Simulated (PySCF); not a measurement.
# Unknown compound

Molecular formula: C₂H₇BO₂. Simulated spectra:

1H NMR (400 MHz, computed): δ 4.33 (br, 1H), 3.75 (s, 6H).

13C{1H} NMR (computed): δ 57.4 (CH3).

[PySCF 2.14: NMR shieldings at KT3/pcSseg-2/GIAO; B3LYP/pcJ-1 coupling constants (spin–dipole term only in couplings to heteroatoms); PBE0-D3(BJ)/def2-SVP structure; non-relativistic; a single conformation; no solvent; fast rotation and ring inversion assumed for equivalent nuclei]

References, each an isolated molecule treated in the same way: TMS for 1H (31.35 ppm) and 13C (181.31 ppm).

Task: Propose a structure and justify it.

Result: 
1. 1 carbon signal for 2 carbons: some carbons are equivalent by symmetry or fast rotation.
2. Carbon types of the structure: 2 × CH3, leaving 1 H on heteroatoms.
3. δC 57.4: methyl carbon bonded to O; pulled downfield by the heteroatom.
4. δH 4.33: hydrogen on a boron bonded to 2 O.
5. δH 3.75: hydrogen on a methyl carbon bonded to O; its carbon carries O, an electronegative neighbour.

Structure: SMILES COBOC.

The data come from this structure; uniqueness wasn't tested.

Hydrogens on boron are broadened and split by 11B (spin 3/2, 80 %) and 10B (spin 3). Shifts are as computed, not scaled to solution data. Of 1211 compounds with measured shifts, 218 miss one by over three times the rms of a fit or turn the order of signals round; such compounds aren't used in these exercises.
